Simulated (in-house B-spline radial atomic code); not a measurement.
K⁷⁺. Computed with a B-spline radial atomic code. Model: all-electron spherical atom, spin shells full or empty, radial basis limit, no spin-orbit coupling, Breit or QED, empty-state partial waves extrapolated as (l+1/2)^-4, RPA, G0W0 and static COHSEX of the highest shell as one setting changes (uncorrelated shells keep exact exchange).

Empty levels are discrete states of a finite basis, so the steps are uneven.

Given: element K; charge 7; filled core Ne; hamiltonian one-electron scalar X2C; mean-field start PBE0; highest l of empty states 9; nuclear rms radius 3.4349 fm; lowest nl shells left uncorrelated 0; highest mean-field shell 3s; box radius 8.41 bohr.

Shell: 3s 1 1 (electrons up and down).

```csv
highest empty level kept (hartree),RPA correlation energy (hartree),G0W0 level (eV),G0W0 minus most complete (meV),COHSEX level (eV),linearised minus solved G0W0 (meV)
21.33,-0.35378,-155.27,204.5,-157.81,27.8
42.67,?,?,?,?,?
74.67,?,?,?,?,?
128,-0.60685,-155.42,55.8,-158.26,28.8
213.33,-0.65976,-155.44,33.7,-158.33,28.9
384,-0.70186,-155.46,19,-158.37,29
640,-0.72942,-155.46,10.9,-158.4,29.1
1280,-0.75002,-155.47,5.1,-158.41,29.1
2560,-0.76168,-155.47,1.7,-158.42,29.1
5333.3,-0.76567,-155.48,0.6,-158.43,29.1
12800,-0.7671,-155.48,0.1,-158.43,29.1
42667,-0.76744,-155.48,0,-158.43,29.1
```

Question: What follows for highest empty level kept = 42.67?

Answer: RPA correlation energy -0.46186 hartree; G0W0 level -155.34 eV; G0W0 minus most complete 136.6 meV; COHSEX level -158.02 eV; linearised minus solved G0W0 28.2 meV.

Question: What follows for highest empty level kept = 74.67?

Answer: RPA correlation energy -0.54131 hartree; G0W0 level -155.39 eV; G0W0 minus most complete 87.5 meV; COHSEX level -158.16 eV; linearised minus solved G0W0 28.5 meV.
